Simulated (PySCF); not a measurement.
Isomers of C3H10Si.

All values: PBE0/6-311+G(2d,p) (PySCF) at PBE0-D3(BJ)/def2-SVP geometries, gas phase, one conformer each.

(1) Rank by the lowest Hirshfeld charge on any atom, lowest value first.
A. trimethylsilane, `C[SiH](C)C`
B. `CC(C)[SiH3]`
C. `[CH3:1][CH2:2][CH2:3][SiH3:4]` with C1–C2–C3–Si4 -179°

Results:

(1) A (-0.214 e), C (-0.159 e), B (-0.116 e).

All values together:

```tsv
SMILES	μ (D)	HOMO (eV)	LUMO (eV)	lowest IAO charge (e)	highest IAO charge (e)	lowest Hirshfeld charge (e)	highest Hirshfeld charge (e)
C[SiH](C)C	0.58	-8.56	0.09	-0.734 (C)	+0.964 (Si)	-0.214 (C)	+0.369 (Si)
CC[SiH2]C	0.85	-8.23	0.13	-0.728 (C)	+0.780 (Si)	-0.210 (C)	+0.337 (Si)
CC(C)[SiH3]	0.88	-8.13	0.09	-0.419 (C)	+0.588 (Si)	-0.116 (C)	+0.305 (Si)
CCC[SiH3]	0.89	-8.52	0.11	-0.540 (C)	+0.599 (Si)	-0.159 (C)	+0.309 (Si)
```

Conformers: `[CH3:1][CH2:2][SiH2:3][CH3:4]` with C1–C2–Si3–C4 -177°; `[CH3:1][CH2:2][CH2:3][SiH3:4]` with C1–C2–C3–Si4 -179°.
